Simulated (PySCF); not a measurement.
# One molecule, several mistakes: AlB2H5N

All numbers below are calculated, not measured. The program is PySCF 2.14.0, an open-source quantum chemistry code, run on an isolated molecule that a program drew, which may never have been made. The molecule is AlB2H5N (charge 0, doublet), drawn as the SMILES string `B[B][AlH][NH2]`.

Each row is a Hartree-Fock (HF) and frozen-core CCSD(T) single point in the cc-pV(D+d)Z basis, meant for a local HF minimum. Run 1 is clean. Each other run has one planted mistake out of seven kinds, and not every kind appears here: one electron removed, one electron added, multiplicity raised by two, geometry at a saddle point, minimal basis STO-3G, one bond length entered in bohr, all coordinates scaled. The reference is restricted for singlets and unrestricted otherwise, and also for a bond in bohr. Adding or removing an electron swaps singlet and doublet. Electrons count all cores. HOMO and LUMO are orbital energies over both spins, the gradient is its largest component, and the lowest frequency (negative if imaginary) is given only where the gradient is small. Bond lengths are over the 8 bonds as drawn. T1 is the CCSD diagnostic: over 0.02 (restricted) or 0.045 (unrestricted) a single reference is doubtful.

Geometry of the clean run:
```xyz
9
AlB2H5N, angstrom
B    -2.4405    0.6943   -1.0671
B    -1.2598    1.7707   -1.3538
Al    0.2901    3.1696   -1.7032
N     0.3851    4.0123   -3.2512
H    -3.2722    0.4527   -1.9038
H    -2.5094    0.1156   -0.0136
H     1.3801    3.4866   -0.6045
H    -0.2411    3.9019   -4.0266
H     1.0897    4.6864   -3.4873
```

| run | electrons | basis functions | <S^2> | HOMO (eV) | LUMO (eV) | gradient (hartree/bohr) | lowest frequency (cm^-1) | mean bond (Å) | longest bond (Å) | T1 | HF (hartree) | CCSD(T) (hartree) | mistake |
|---|---|---|---|---|---|---|---|---|---|---|---|---|---|
| 1 | 35 | 90 | 0.757 | -8.51 | 0.79 | 1.9e-05 | 110 | 1.4374 | 2.117 | 0.0185 | -348.60503 | -349.04319 | no fault |
| 2 | 35 | 29 | 0.758 | -6.03 | 6.04 | 4.2e-02 | - | 1.4374 | 2.117 | 0.0218 | -344.32425 | -344.50719 | minimal basis STO-3G |
| 3 | 36 | 90 | 0.000 | -0.92 | 6.64 | 3.1e-02 | - | 1.4374 | 2.117 | 0.0192 | -348.60197 | -349.08215 | one electron added |
| 4 | 35 | 90 | 3.759 | -7.79 | -0.90 | 1.5e-02 | - | 1.4374 | 2.117 | 0.0441 | -348.50169 | -348.93525 | ? |
| 5 | 35 | 90 | 1.795 | -7.00 | 0.84 | 1.9e-02 | - | 1.6337 | 3.335 | 0.0274 | -348.47816 | -348.88479 | ? |

**Which mistake was planted in run 4, and what did it cost?**

Electrons, basis and geometry are unchanged, and <S^2> is 3.759, beside S(S+1) = 3.75 for a multiplicity of 4. So the mistake is: multiplicity raised by two. Subtracting run 1 and multiplying by 627.51 kcal/mol a hartree, the energy moved by 64.8 kcal/mol in HF and 67.7 kcal/mol in CCSD(T).

**Which mistake was planted in run 5, and what did it cost?**

The mean bond changes by a factor of 1.137 and the longest by 1.575, so the molecule wasn't scaled as a whole. A length L in bohr read as angstrom grows by (1/0.5292 - 1) L = 0.890 L. The 8 bonds together grew by 8 x 0.1963 = 1.570 Å, which gives L = 1.765 Å. That is bond Al3-N4, 1.765 Å in the clean geometry. So the mistake is: one bond length entered in bohr. Subtracting run 1 and multiplying by 627.51 kcal/mol a hartree, the energy moved by 79.6 kcal/mol in HF and 99.4 kcal/mol in CCSD(T).

